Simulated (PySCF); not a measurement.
## Computed and published core binding energies of `[Cl][Ge]([Cl])([Cl])[Cl]`

The experiment to reproduce (core binding energies): Cl 2p3/2 of Cl1/Cl3/Cl4/Cl5 206.42 eV [1]. Sources and the comparison follow the method.

Species: GeCl4.
Numbering: `[Cl:1][Ge:2]([Cl:3])([Cl:4])[Cl:5]`

Cartesian coordinates in Å at the PBE0-D3(BJ)/def2-SVP level; atoms count from 1:
```
atom  x, y, z in Å
Cl1   -0.9192   -1.6079   -1.0722
Ge2    0.0190   -0.0197   -0.0201
Cl3    2.1062   -0.3833    0.1315
Cl4   -0.3074    1.7973   -1.0688
Cl5   -0.8065    0.1088    1.9331
```

Level of theory: delta-SCF UKS SCAN, pcX-2 on the ionised atom, pcseg-1 elsewhere, spin-free X2C (PySCF 2.14.0). Vertical ΔSCF values, vacuum level as zero.

```tsv
atom	environment	level	this calculation (eV)	reference (eV)	difference (eV)	source
Cl1/Cl3/Cl4/Cl5	chlorine bonded to Ge	Cl 2p3/2	206.67	206.42	+0.25	[1]
```

[1] measured, gas; Jolly, Perry, The calculation of atomic charges by an electronegativity equalization procedure, LBL-2565 (Inorg. Chem. 1974, 13, 2686) Note: scanned preprint of 1974; its energy scale lies about 0.1-0.2 eV below the 1984 compilation (compare Si(CH3)4 105.82 with 105.96).

Question: How well does this level of theory reproduce the measurements here?

Answer: The one measured value differs by +0.25 eV, too little evidence for a typical error. The calculation is vertical and has no vibrational structure, and measured positions depend on the energy calibration.

Question: What does the calculation give for the levels without a reference value here?

Answer: Cl1/Cl3/Cl4/Cl5 Cl 1s 2829.26 eV.

Atoms equivalent by their bonding share one computed value, that of the first of them. The 2p values add to the ΔSCF energy of one spin-free hole a correction within the shell (spin–orbit coupling, ligand field). 2p1/2 minus 2p3/2 (ligand field included): Cl 1.65 eV. No level of germanium is listed. Isolated species at its PBE0-D3(BJ)/def2-SVP geometry, gas phase.
